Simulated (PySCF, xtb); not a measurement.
BrSi, SMILES Br[Si] (connectivity only; charge and spin as stated), neutral, multiplicity 2.

Harmonic wavenumbers (cm⁻¹) from GFN2-xTB run with xtb at its own minimum, in rising order: 297.

Task: What does B3LYP-D3(BJ)/def2-TZVP in PySCF give at its own minimum? (An estimate is asked for; the answer gives what the named calculation found.)

Result: 402. Paired by order, the mean absolute difference is 105 cm⁻¹ and the zero-point energies are 0.4 and 0.6 kcal/mol.
